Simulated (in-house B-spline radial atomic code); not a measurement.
## RPA and G0W0 on TPSS: Ge³⁺

Configuration [Ar] 3d10 4s1, highest spin, mean-field start TPSS. Computed with a B-spline radial code for spherical atoms: all electrons, non-relativistic, point nucleus, each spin shell either full or empty, empty states to l = 9 with an (l + 1/2)⁻⁴ tail; G0W0 by contour deformation at full frequency.

Command:
```bash
python run_gw.py task.json out
```
Settings (radii: box in bohr, nucleus in fm):
```
Z                        32
electrons                29
configuration            [Ar] 3d10 4s1
hamiltonian              nr
method                   tpss,tpss
lmax                     9
spin_polarised           True
box_radius               14.14
intervals                51
ion_configuration        [Ar] 3d10
```

Run time, properties included: 5.6 s on 1 thread of Arm Neoverse N1, with other jobs on the host.

Energies (hartree):

```
                                     term        value
                         mean-field total  -2074.83423
Hartree-Fock functional on these orbitals  -2073.34240
                      direct second order      -2.5709
                    second-order exchange      0.74907
                         SOSEX correction      0.67899
```

What is the RPA correlation energy, and what remains with SOSEX?

RPA gives -2.1812 hartree (-2.05 eV per electron); RPA + SOSEX gives -1.5022, and the second-order doubles -1.8218 hartree (no singles). SOSEX takes back 31 % of the RPA value.

Quasi-particle levels (eV):

```csv
level,occupied,mean field,Σx - vxc,Σc,QP weight,G0W0
4s up,yes,-40.39,-3.98,?,?,?
3d down,yes,-63.54,-15.49,3.63,0.891,-75.41
3d up,yes,-63.83,-15.34,3.57,0.874,-75.59
4s down,no,-38.57,7.32,-2.58,0.937,-33.83
```

G0W0 = mean field + (Σx - vxc) + Σc, with Σc (partial-wave tail included) taken at the quasi-particle energy. Only the outer levels were computed. Levels of low weight are left out.

Where does G0W0 put 4s up?

At -46.00 eV, with Σc = -1.63 eV and a quasi-particle weight of 0.962. The tabulated removal energy is 45.715 ± 0.0012 eV (NIST, measured); the calculation leaves out relativity, Breit and QED terms, and what these don't explain is the method's own error.

What does it cost to remove one electron (to [Ar] 3d10) by differences of total energies, each species on its own start (correlation terms add to the Hartree-Fock functional)?

TPSS 45.56 eV, Hartree-Fock functional 43.85 eV, + RPA 45.68 eV, + RPA + SOSEX 44.91 eV, + second order 45.54 eV. Tabulated: 45.715 ± 0.0012 eV (NIST, measured); the calculation leaves out relativity, Breit and QED terms, and what these don't explain is the method's own error.
